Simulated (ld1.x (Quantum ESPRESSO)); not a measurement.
# Cutoff test, oxygen, TM semilocal

| Item | Value |
| --- | --- |
| Element | O (Z = 8) |
| Generator | ld1.x (Quantum ESPRESSO) 7.5 |
| Type | norm-conserving Troullier–Martins (semilocal form) |
| Functional | PBE |
| Relativity | scalar-relativistic |
| Frozen core | [He] |
| Valence charge | 6 |
| Reference configuration | 2s1.5 2p4.5 |
| Partial waves | 2p (bound): rc 1.05 bohr; 3d channel at -0.1 Ry: rc 1.00 bohr; 2s (bound): rc 0.70 bohr |
| Local potential | the s channel |
| Core correction | a·sin(br)/r model core, default radius (core density twice the valence density) |

The pseudo-atom Hamiltonian at the reference potential is diagonalised in spherical Bessel functions j_l(qr) that vanish at 20 bohr, with q² up to the cutoff. All-electron valence levels (Ry): 2p -0.6795, 2s -1.7783.

Task: How do the lowest levels (Ry) of each channel move with the cutoff, and are there ghosts?

Result:

| cutoff (Ry) | p #1 | p #2 | d #1 | s #1 | Σ f·Δε (mRy) |
| --- | --- | --- | --- | --- | --- |
| 8 | -0.0619 | 0.0540 | 0.0792 | -1.5631 | 3101.9 |
| 18 | -0.2335 | 0.0453 | 0.0792 | -1.5878 | 2292.9 |
| 30 | -0.4119 | 0.0420 | 0.0792 | -1.6578 | 1384.8 |
| 50 | -0.5875 | 0.0400 | 0.0792 | -1.7515 | 454.1 |
| 70 | -0.6553 | 0.0394 | 0.0792 | -1.7719 | 118.5 |
| 110 | -0.6789 | 0.0392 | 0.0792 | -1.7744 | 8.4 |
| 160 | -0.6793 | 0.0392 | 0.0792 | -1.7769 | 3.1 |
| 260 | -0.6795 | 0.0392 | 0.0792 | -1.7782 | 0.2 |
| 400 | -0.6795 | 0.0392 | 0.0792 | -1.7783 | 0.0 |

Result: no extra level below or beside the all-electron valence levels (p, d, s tested); the semilocal form is local in each channel, so this says nothing of the separable form that plane-wave codes build from it; 10 mRy is reached at 110 Ry and 1 mRy at 200 Ry.

Its largest configuration-test error is +641 meV.
